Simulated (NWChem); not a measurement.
System: RuO$_{4}$; SMILES [O]=[Ru](=[O])(=[O])=[O]

Here is an NWChem input.

```
start job
memory heap 200 mb stack 900 mb global 1100 mb
geometry units angstroms noautoz
  Ru     0.000002    -0.000003    -0.000001
  O     -1.001217     0.973774     0.904289
  O      1.019825     0.947365    -0.911521
  O     -0.917207    -0.955596    -1.006974
  O      0.898606    -0.965558     1.014213
end
basis spherical
  Ru library def2-svp
  O library def2-svp
end
ecp
  Ru library def2-ecp
end
dft
  xc xwpbe 1.00 cpbe96 1.0 hfexch 1.00
  cam 0.4 cam_alpha 0.0 cam_beta 1.0
  iterations 150
  mulliken
end
task dft energy
```

NWChem printed, in part:

```
             Northwest Computational Chemistry Package (NWChem) 7.3.0
             --------------------------------------------------------

 C1  symmetry detected

                             Geometry "geometry" -> ""
                             -------------------------

 Output coordinates in angstroms (scale by  1.889725989 to convert to a.u.)

  No.       Tag          Charge          X              Y              Z
 ---- ---------------- ---------- -------------- -------------- --------------
    1 Ru                  44.0000    -0.00000107    -0.00000013     0.00000054
    2 O                    8.0000     1.31612788    -0.37572979     0.94607313
    3 O                    8.0000    -1.05037246     0.95682685     0.86580413
    4 O                    8.0000    -0.77336241    -1.40088964    -0.45590053
    5 O                    8.0000     0.50761286     0.81979332    -1.35597971

 Effective nuclear repulsion energy (a.u.)     522.5919729282

 Summary of "ao basis" -> "ao basis" (spherical)
 ------------------------------------------------------------------------------
       Tag                 Description            Shells   Functions and Types
 ---------------- ------------------------------  ------  ---------------------
 Ru                         def2-svp                11       31   5s3p2d1f
 O                          def2-svp                 6       14   3s2p1d

            General Information
            -------------------
          SCF calculation type: DFT
          Wavefunction type:  closed shell.
          No. of atoms     :     5
          No. of electrons :    48
           Alpha electrons :    24
            Beta electrons :    24
          Charge           :     0
          Spin multiplicity:     1
          Use of symmetry is: off; symmetry adaption is: off
          Maximum number of iterations: 150
          AO basis - number of functions:    87
                     number of shells:    35
          Convergence on energy requested:  1.00D-06
          Convergence on density requested:  1.00D-05
          Convergence on gradient requested:  5.00D-04

              XC Information
              --------------
                     Hartree-Fock (Exact) Exchange  1.000
                     LC-wPBE(h)Exchange Functional  1.000
            Perdew 1991 LDA Correlation Functional  1.000 local
           PerdewBurkeErnz. Correlation Functional  1.000 non-local

           Range-Separation Parameters
           ---------------------------
           Alpha           :  0.00
           Beta            :  1.00
           Gamma           :  0.40
           Short-Range HF  :     F

             Grid Information
             ----------------
          Grid used for XC integration:  medium
          Radial quadrature: Mura-Knowles
          Angular quadrature: Lebedev.
          Tag              B.-S. Rad. Rad. Pts. Rad. Cut. Ang. Pts.
          ---              ---------- --------- --------- ---------
          Ru                  1.30      123           8.0       590
          O                   0.60       49           7.0       434
          Grid pruning is: on
          Number of quadrature shells:   319
          Spatial weights used:  Erf1

      Superposition of Atomic Density Guess
      -------------------------------------

 Sum of atomic energies:        -406.55120228

      Non-variational initial energy
      ------------------------------

 Total energy =    -392.757257
 1-e energy   =   -1047.690897
 2-e energy   =     417.307810
 HOMO         =      -0.457878
 LUMO         =      -0.133725

     ---------------------------------------------
      Total Density - Mulliken Population Analysis
     ---------------------------------------------

    Atom       Charge   Shell Charges
 -----------   ------   -------------------------------------------------------
    1 Ru  16    12.44  -0.36  1.66  0.76  0.14  0.05  5.94  0.30  0.10  3.33  0.46  0.06
    2 O    8     8.89   1.99  1.15  0.77  3.00  1.96  0.01
    3 O    8     8.89   1.99  1.15  0.77  3.00  1.96  0.01
    4 O    8     8.89   1.99  1.15  0.77  3.00  1.96  0.01
    5 O    8     8.89   1.99  1.15  0.77  3.00  1.96  0.01

   convergence    iter        energy       DeltaE   RMS-Dens  Diis-err
 ---------------- ----- ----------------- --------- --------- ---------
 d= 0,ls=0.0,diis     1   -394.4312743941 -6.32D+02  5.48D-02  8.14D+00
 d= 0,ls=0.0,diis     2   -391.7560395414  2.68D+00  3.91D-02  3.44D+01
 d= 0,ls=0.0,diis     3   -395.2194411845 -3.46D+00  1.18D-03  2.62D-02
 d= 0,ls=0.0,diis     4   -395.2219766008 -2.54D-03  4.68D-04  3.23D-03
 d= 0,ls=0.0,diis     5   -395.2223087853 -3.32D-04  1.62D-04  7.39D-05
  Resetting Diis
 d= 0,ls=0.0,diis     6   -395.2223330188 -2.42D-05  5.68D-05  1.28D-05
 d= 0,ls=0.0,diis     7   -395.2223362307 -3.21D-06  2.19D-05  1.49D-06
 d= 0,ls=0.0,diis     8   -395.2223360644  1.66D-07  1.26D-05  5.75D-06
 d= 0,ls=0.0,diis     9   -395.2223366069 -5.42D-07  8.79D-06  1.21D-07

         Total DFT energy =     -395.222336606859
      One electron energy =    -1047.759740722062
           Coulomb energy =      458.722749442838
    Exchange-Corr. energy =      -43.811174924309
 Nuclear repulsion energy =      237.625829596674

 Numeric. integr. density =       47.999990815583

                       DFT Final Molecular Orbital Analysis
                       ------------------------------------

[...]
```

Level: LC-wPBE (HJS exchange hole, range parameter 0.4 per bohr)/def2-SVP with def2 effective core potentials on Ru. Structure relaxed at the PBE0/def2-SVP level. def2 effective core potentials on Ru; no spin-orbit coupling.
